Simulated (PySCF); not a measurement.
CHF₂ (SMILES F[CH-]F), charge -1, singlet, at a GFN2-xTB geometry. Base run: PySCF with HF/6-31+G*.

PySCF was given this input:
```python
from pyscf import gto, scf, solvent

mol = gto.M(
    atom='''
C    -0.12204909   -0.00422136    0.64509125
F    -0.02347795    1.13289904   -0.27210005
F     0.00314120   -1.13074558   -0.28187669
H     0.91532526    0.00594698    1.11524321
''',
    basis='6-31+g*',
    charge=-1,
    verbose=4,
)

mf = scf.RHF(mol)
mf.kernel()
```

Each row names what was changed in the base input (with any setting that the change needs).

```csv
change,ΔE vs base (kcal/mol),HOMO-LUMO gap (eV)
base,0.000,9.54
model = IEF-PCM; solvent = acetonitrile,-66.2,11.01
model = IEF-PCM; solvent = n-hexane,-31.45,10.25
model = IEF-PCM; solvent = acetonitrile; vdw_scale = 1.4,-59.44,10.54
model = IEF-PCM; solvent = acetonitrile; lebedev_order = 11,-65.6,11.00
model = ddCOSMO; solvent = acetonitrile,-63.9,11.02
model = SS(V)PE; solvent = acetonitrile,-64.6,10.99
model = IEF-PCM; solvent = acetonitrile; vdw_scale = 1.1,-69.7,11.29
model = COSMO; solvent = acetonitrile,-65.3,11.00
model = IEF-PCM; solvent = tetrahydrofuran,-58.71,10.86
model = IEF-PCM; solvent = acetonitrile; r_probe = 0.5,-55.81,10.34
model = IEF-PCM; solvent = acetonitrile; lebedev_order = 41,-66.2,11.01
```

The base is the gas phase, so ΔE is the electrostatic part of solvation at a fixed geometry, without cavity and dispersion terms.

The gas-phase anion may not be bound at this level, which the solvent then changes.
